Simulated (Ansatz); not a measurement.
The same path of AlH6NOSi (10 atoms, charge 0, multiplicity 1) was run twice with different band settings. Lost on the way: Al1–H7. Made: O2–H7, Si3–N8.

Method: Ansatz, RKS B3LYP/def2-SVP.

Relaxed end points:

```xyz
10
Properties=species:S:1:pos:R:3
Al 0.159 0.115 -0.253
O -0.079 -0.235 1.398
Si -0.272 -0.582 2.996
H -1.385 -1.561 3.189
H 0.975 -1.176 3.565
H -0.597 0.657 3.765
H 1.599 0.427 -0.803
N -1.235 0.122 -1.342
H -2.197 -0.067 -1.079
H -1.180 0.319 -2.337
```

```xyz
10
Properties=species:S:1:pos:R:3
Al 0.366 0.296 -1.140
O 0.961 -0.071 0.673
Si -0.455 -0.413 1.785
H -1.116 -1.757 1.789
H 0.557 -0.637 2.908
H -1.250 0.696 2.403
H 1.842 -0.127 1.073
N -1.297 -0.003 -0.045
H -1.921 0.808 0.010
H -1.898 -0.773 -0.358
```

Common settings: movable images 7; climbing image yes; optimiser quadratic models (default); start path through a guess of the saddle point; force threshold 0.05 eV/Å; iteration limit 44; end points relaxed.

| run | spring |
| --- | --- |
| 1 | 5.0 eV/Å² |
| 2 | 20.0 eV/Å² |

What does each run give, and how far can it be trusted?

Run 1: converged after 39 iterations, highest image 3.201 eV above the first end. Neighbouring images differ by up to 1.3 eV, so the band resolves the path poorly. A vibrational analysis at the climbing image gives one clearly imaginary mode, 1448i cm⁻¹, and a faint second one (23i cm⁻¹) that may be numerical noise or a soft torsion: probably a first-order saddle point.
Run 2: converged after 32 iterations, highest image 3.202 eV above the first end. Beside the main top the profile has a ripple of under 15 meV (maxima at images 3, 6), which may be a very shallow well or noise. Neighbouring images differ by up to 2.4 eV, so the band resolves the path poorly. Another band between the same ends (7 images) ends at a top of the same energy, where a vibrational analysis finds 1 clearly imaginary mode.
The orbitals stay closed-shell, which can raise the energy where a bond breaks towards radicals; this wasn't checked here.
